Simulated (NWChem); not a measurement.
# WO, triplet; SMILES [O]=[W]

```xyz
2

W      0.0000     0.0000    -0.1610
O      0.0000     0.0000     1.4890
```
Atoms are numbered in this order, from 1.

Computed with NWChem. Spin-unrestricted. Structure relaxed at the PBE0-D3(BJ)/def2-TZVP, spin-unrestricted level. No stability test was run on the SCF state. def2 effective core potentials on W; no spin-orbit coupling.

For level B3LYP/def2-SVP:

highest occupied level (eV): -5.62
lowest empty minus highest occupied level, either spin (eV): 2.85
dipole (D): 2.23

Question: How do the values read with level PW6B95/def2-SVP instead?

Answer: 
- highest occupied level (eV) = -5.78
- lowest empty minus highest occupied level, either spin (eV) = 3.33
- dipole (D) = 2.36
